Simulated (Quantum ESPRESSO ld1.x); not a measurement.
Q: These are the eigenvalues of the occupied orbitals of an atom or ion with whole-number occupations (eV). All-electron calculation, Dirac Kohn-Sham, relativistic LDA (MacDonald-Vosko exchange, VWN5 correlation), spin-unpolarised, spherical densities, point nucleus. Program: ld1.x of Quantum ESPRESSO 7.5.

| orbital | eigenvalue |
|---|---|
| 1s1/2 | -6405.36 |
| 2s1/2 | -748.834 |
| 2p1/2 | -644.088 |
| 2p3/2 | -633.722 |
| 3s1/2 | -93.5282 |
| 3p1/2 | -63.5984 |
| 3p3/2 | -62.3235 |
| 3d3/2 | -15.3076 |
| 3d5/2 | -15.1864 |
| 4s1/2 | -12.1485 |

Which element is it, and in what charge state? The configuration may be excited. Open shells, if any, are shared by 2j + 1.

A: Z = 25, manganese, charge +1: Mn+ in [Ar] 3d5 4s1. The list shows which subshells hold electrons but not how many an open one holds; the 1s level, -235.39 hartree, gives Z - s = 21.7 by -(Z - s)^2/2, which with screening and relativity narrows Z to a few neighbours, and the depths of the outer levels then fix element, charge and occupations together.
